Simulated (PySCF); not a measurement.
Sn(Cl)2(OH)(NH2) (Cl2H3NOSn), SMILES [NH2][Sn]([OH])([Cl])[Cl].

The structure is a stationary point at B3LYP-D3(BJ)/def2-SVP. The def2 effective core potentials stand for the cores of Sn; spin–orbit coupling is left out. Other conformers were not sampled.

Computed with TDA-ωB97X/def2-SVPD in PySCF 2.14.0.

Vertical excitations. Isolated molecule, no solvent.

Computed UV-visible absorptions:
| state | energy (eV) | λ (nm) | f | main pairs |
|---|---|---|---|---|
| S1 | 5.48 | 226 | 0.056 | HOMO→LUMO 87 % |
| S2 | 5.89 | 211 | 0.001 | HOMO−1→LUMO 74 %, HOMO−2→LUMO 15 % |
| S3 | 6.12 | 203 | 0.051 | HOMO−2→LUMO 67 % |
| S4 | 6.23 | 199 | 0.052 | HOMO−3→LUMO 77 % |
| S5 | 6.32 | 196 | 0.058 | HOMO−4→LUMO 77 % |
| S6 | 6.36 | 195 | 0.075 | HOMO−5→LUMO 70 % |
| S7 | 7.59 | 163 | 0.187 | HOMO−6→LUMO 74 % |
| S8 | 7.76 | 160 | 0.006 | HOMO→LUMO+1 41 %, HOMO→LUMO+2 32 %, HOMO→LUMO+4 8 % |
| S9 | 7.96 | 156 | 0.007 | HOMO→LUMO+2 44 %, HOMO→LUMO+1 30 %, HOMO→LUMO+5 8 %, HOMO→LUMO+4 7 % |
| S10 | 8.11 | 153 | 0.191 | HOMO−7→LUMO 49 %, HOMO→LUMO+2 8 % |
| T1 | 4.76 | 261 | 0 | HOMO→LUMO 89 % |
| T2 | 5.43 | 228 | 0 | HOMO−1→LUMO 90 % |
| T3 | 5.50 | 225 | 0 | HOMO−2→LUMO 77 % |
| T4 | 5.59 | 222 | 0 | HOMO−3→LUMO 82 % |
Triplets are in the Tamm–Dancoff approximation.
